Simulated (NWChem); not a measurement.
System: H$_{2}$Se$_{2}$O; SMILES O[Se][SeH]

Here is an NWChem input.

```
start job
memory heap 200 mb stack 900 mb global 1100 mb
geometry units angstroms noautoz
  Se     0.379680    -0.935820     0.001143
  O     -1.254840    -1.700609     0.067472
  H     -1.577899    -1.747965    -0.842638
  Se    -0.058742     1.332380    -0.041201
  H     -0.180332     1.530936     1.417230
end
basis spherical
  Se library 6-31g*
  O library 6-31g*
  H library 6-31g*
end
dft
  xc b3lyp
  iterations 150
  mulliken
end
task dft energy
```

Excerpt of the output:

```
             Northwest Computational Chemistry Package (NWChem) 7.3.0
             --------------------------------------------------------

 C1  symmetry detected

                             Geometry "geometry" -> ""
                             -------------------------

 Output coordinates in angstroms (scale by  1.889725989 to convert to a.u.)

  No.       Tag          Charge          X              Y              Z
 ---- ---------------- ---------- -------------- -------------- --------------
    1 Se                  34.0000     0.40084275    -0.92729072    -0.00495334
    2 O                    8.0000    -1.22549132    -1.70991920     0.05410213
    3 H                    1.0000    -1.54828600    -1.75169345    -0.85637491
    4 Se                  34.0000    -0.06151896     1.33645958    -0.02481060
    5 H                    1.0000    -0.18479226     1.51930581     1.43553201

 Effective nuclear repulsion energy (a.u.)     425.6196391890

                                 NWChem DFT Module
                                 -----------------

 Summary of "ao basis" -> "ao basis" (spherical)
 ------------------------------------------------------------------------------
       Tag                 Description            Shells   Functions and Types
 ---------------- ------------------------------  ------  ---------------------
 Se                          6-31g*                 12       32   5s4p3d
 O                           6-31g*                  6       14   3s2p1d
 H                           6-31g*                  2        2   2s

            General Information
            -------------------
          SCF calculation type: DFT
          Wavefunction type:  closed shell.
          No. of atoms     :     5
          No. of electrons :    78
           Alpha electrons :    39
            Beta electrons :    39
          Charge           :     0
          Spin multiplicity:     1
          Use of symmetry is: off; symmetry adaption is: off
          Maximum number of iterations: 150
          AO basis - number of functions:    82
                     number of shells:    34
          Convergence on energy requested:  1.00D-06
          Convergence on density requested:  1.00D-05
          Convergence on gradient requested:  5.00D-04

              XC Information
              --------------
                         B3LYP Method XC Potential
                     Hartree-Fock (Exact) Exchange  0.200
                        Slater Exchange Functional  0.800 local
                    Becke 1988 Exchange Functional  0.720 non-local
              Lee-Yang-Parr Correlation Functional  0.810
                  VWN I RPA Correlation Functional  0.190 local

             Grid Information
             ----------------
          Grid used for XC integration:  medium
          Radial quadrature: Mura-Knowles
          Angular quadrature: Lebedev.
          Tag              B.-S. Rad. Rad. Pts. Rad. Cut. Ang. Pts.
          ---              ---------- --------- --------- ---------
          Se                  1.15      112          10.0       590
          O                   0.60       49          10.0       434
          H                   0.35       45          11.0       434
          Grid pruning is: on
          Number of quadrature shells:   363
          Spatial weights used:  Erf1

      Superposition of Atomic Density Guess
      -------------------------------------

 Sum of atomic energies:       -4874.76150385

      Non-variational initial energy
      ------------------------------

 Total energy =   -4875.291523
 1-e energy   =   -7638.781311
 2-e energy   =    2337.870149
 HOMO         =      -0.240138
 LUMO         =      -0.020645

     ---------------------------------------------
      Total Density - Mulliken Population Analysis
     ---------------------------------------------

    Atom       Charge   Shell Charges
 -----------   ------   -------------------------------------------------------
    1 Se  34    33.62   2.00  2.00  6.00  2.00  5.99  1.51  2.67  0.37  0.99  6.95  2.94  0.20
    2 O    8     8.93   2.00  0.94  3.02  0.93  2.03  0.02
    3 H    1     0.47   0.36  0.10
    4 Se  34    34.19   2.00  2.00  6.00  2.00  5.99  1.51  3.06  0.37  1.20  6.94  2.94  0.18
    5 H    1     0.79   0.39  0.40

   convergence    iter        energy       DeltaE   RMS-Dens  Diis-err
 ---------------- ----- ----------------- --------- --------- ---------
 d= 0,ls=0.0,diis     1  -4878.9245405413 -5.30D+03  1.50D-02  5.24D-01
 d= 0,ls=0.0,diis     2  -4878.8801229496  4.44D-02  9.85D-03  9.51D-01
 d= 0,ls=0.0,diis     3  -4878.9736673166 -9.35D-02  2.84D-03  1.28D-01
 d= 0,ls=0.0,diis     4  -4878.9858577178 -1.22D-02  1.02D-03  3.71D-03
 d= 0,ls=0.0,diis     5  -4878.9862014881 -3.44D-04  4.81D-04  1.12D-03
  Resetting Diis
 d= 0,ls=0.0,diis     6  -4878.9863542549 -1.53D-04  8.76D-05  3.67D-05
 d= 0,ls=0.0,diis     7  -4878.9863595693 -5.31D-06  2.60D-05  1.62D-06
 d= 0,ls=0.0,diis     8  -4878.9863595581  1.12D-08  1.45D-05  1.88D-06
 d= 0,ls=0.0,diis     9  -4878.9863597543 -1.96D-07  2.55D-06  5.44D-08

         Total DFT energy =    -4878.986359754313
      One electron energy =    -7639.188286107118
           Coulomb energy =     2518.276434693491
    Exchange-Corr. energy =     -183.694147529641
 Nuclear repulsion energy =      425.619639188956

 Numeric. integr. density =       77.999989443002

                       DFT Final Molecular Orbital Analysis
                       ------------------------------------

 Vector   37  Occ=2.000000D+00  E=-2.978095D-01
              MO Center= -4.8D-01, -5.9D-01, -3.2D-03, r^2= 3.7D+00
   Bfn.  Coefficient  Atom+Function         Bfn.  Coefficient  Atom+Function
  ----- ------------  ---------------      ----- ------------  ---------------
    60      0.434196  4 Se py                36      0.376063  2 O  py
    40      0.290526  2 O  py                35     -0.275451  2 O  px
    12     -0.256519  1 Se py                11      0.221804  1 Se px
    39     -0.211991  2 O  px                56     -0.182859  4 Se py
    10     -0.171275  1 Se s                 14      0.164993  1 Se s

 Vector   38  Occ=2.000000D+00  E=-2.625140D-01
              MO Center= -1.0D-01,  1.0D+00, -8.5D-03, r^2= 2.5D+00
   Bfn.  Coefficient  Atom+Function         Bfn.  Coefficient  Atom+Function
  ----- ------------  ---------------      ----- ------------  ---------------
    59      0.707042  4 Se px                63      0.338814  4 Se px
    55     -0.301655  4 Se px                36      0.155303  2 O  py
    60      0.133736  4 Se py                40      0.119660  2 O  py
    35      0.095673  2 O  px                51      0.090409  4 Se px
    10      0.081022  1 Se s                 39      0.080920  2 O  px

 Vector   39  Occ=2.000000D+00  E=-2.424420D-01
              MO Center=  2.4D-01, -7.7D-01,  2.3D-02, r^2= 2.5D+00
   Bfn.  Coefficient  Atom+Function         Bfn.  Coefficient  Atom+Function
  ----- ------------  ---------------      ----- ------------  ---------------
    13      0.738647  1 Se pz                17      0.347322  1 Se pz
     9     -0.309371  1 Se pz                37     -0.173859  2 O  pz
    82     -0.164999  5 H  s                 41     -0.125002  2 O  pz
    62      0.114944  4 Se s                 38     -0.112374  2 O  s
    61     -0.112543  4 Se pz                81     -0.101289  5 H  s

 Vector   40  Occ=0.000000D+00  E=-5.724922D-02
              MO Center=  1.2D-01,  2.1D-01, -3.8D-03, r^2= 4.4D+00
   Bfn.  Coefficient  Atom+Function         Bfn.  Coefficient  Atom+Function
  ----- ------------  ---------------      ----- ------------  ---------------
    64      0.731171  4 Se py                16      0.598087  1 Se py
    12      0.522799  1 Se py                60      0.494359  4 Se py
    14      0.474212  1 Se s                 62     -0.457169  4 Se s
    10     -0.317076  1 Se s                 15     -0.298969  1 Se px
    11     -0.267122  1 Se px                58      0.231200  4 Se s

 Vector   41  Occ=0.000000D+00  E=-3.724162D-02
              MO Center=  4.5D-02, -9.6D-01, -6.5D-02, r^2= 3.3D+00
   Bfn.  Coefficient  Atom+Function         Bfn.  Coefficient  Atom+Function
  ----- ------------  ---------------      ----- ------------  ---------------
    38      0.583256  2 O  s                 15      0.537772  1 Se px
    11      0.495354  1 Se px                16      0.395580  1 Se py
    12      0.316299  1 Se py                39      0.308175  2 O  px
    35      0.293241  2 O  px                59     -0.223215  4 Se px
    48     -0.217565  3 H  s                 63     -0.209322  4 Se px

 Vector   42  Occ=0.000000D+00  E= 1.509369D-02
              MO Center= -8.1D-02,  1.3D+00,  3.8D-01, r^2= 3.3D+00
   Bfn.  Coefficient  Atom+Function         Bfn.  Coefficient  Atom+Function
  ----- ------------  ---------------      ----- ------------  ---------------
    82      1.327664  5 H  s                 65     -0.882539  4 Se pz
    62     -0.581300  4 Se s                 61     -0.535576  4 Se pz
    58      0.429353  4 Se s                 14      0.295112  1 Se s
    81      0.227667  5 H  s                 16      0.219741  1 Se py
    57      0.198180  4 Se pz                17      0.185783  1 Se pz

     ---------------------------------------------
      Total Density - Mulliken Population Analysis
     ---------------------------------------------

    Atom       Charge   Shell Charges
 -----------   ------   -------------------------------------------------------
    1 Se  34    33.76   2.00  2.00  6.00  2.00  5.98  1.64  2.92  0.27  0.81  6.93  2.93  0.28
    2 O    8     8.64   2.00  0.92  2.86  0.98  1.85  0.02
    3 H    1     0.57   0.47  0.10
    4 Se  34    34.13   2.00  2.00  6.00  2.00  5.98  1.62  3.16  0.29  1.00  6.92  2.93  0.23
    5 H    1     0.89   0.48  0.41

     -------------------------------------------
      Total Density - Lowdin Population Analysis
     -------------------------------------------

    Atom       Charge   Shell Charges
 -----------   ------   -------------------------------------------------------
    1 Se  34    33.80   2.00  2.00  5.99  1.99  5.88  1.25  2.67  0.53  1.28  6.70  3.08  0.43
    2 O    8     8.52   1.99  0.91  2.73  0.76  2.08  0.04
    3 H    1     0.68   0.45  0.23
    4 Se  34    34.11   2.00  2.00  5.99  1.99  5.89  1.26  2.86  0.52  1.49  6.69  3.08  0.34
    5 H    1     0.89   0.47  0.43

     Multipole analysis of the density
     ---------------------------------

     L   x y z        total         alpha         beta         nuclear
     -   - - -        -----         -----         ----         -------
     0   0 0 0     -0.000000    -39.000000    -39.000000     78.000000

     1   1 0 0     -0.025891     -0.012946     -0.012946      0.000000
     1   0 1 0      0.121992      0.060996      0.060996      0.000000
     1   0 0 1     -0.289764     -0.144882     -0.144882      0.000000

     2   2 0 0    -31.800843    -51.678187    -51.678187     71.555531
     2   1 1 0     -0.221141     -6.828051     -6.828051     13.434961
     2   1 0 1      1.807281     -0.015216     -0.015216      1.837713
     2   0 2 0    -31.198645   -227.597426   -227.597426    423.996206
     2   0 1 1      3.272696     -1.880829     -1.880829      7.034354
     2   0 0 2    -30.276099    -20.207729    -20.207729     10.139358
```

Level: B3LYP/6-31G* (spherical d). The geometry was optimised at PBE0/def2-SVP. B3LYP is NWChem's, with the RPA form of VWN correlation.
